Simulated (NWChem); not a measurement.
System: CH$_{6}$AlN; SMILES [AlH2][NH]C

Computed with NWChem. Level B3LYP/def2-SVP: optimisations from one semi-empirical or force-field start; each run changes one setting, and all end within 0.3 mHa of each other. One conformer.

```
setting                                             optimisation steps
--------------------------------------------------  ------------------
redundant internal coordinates, default thresholds                   7
symmetry off                                                         7
Cartesian coordinates                                               11
tight thresholds                                                    21
```
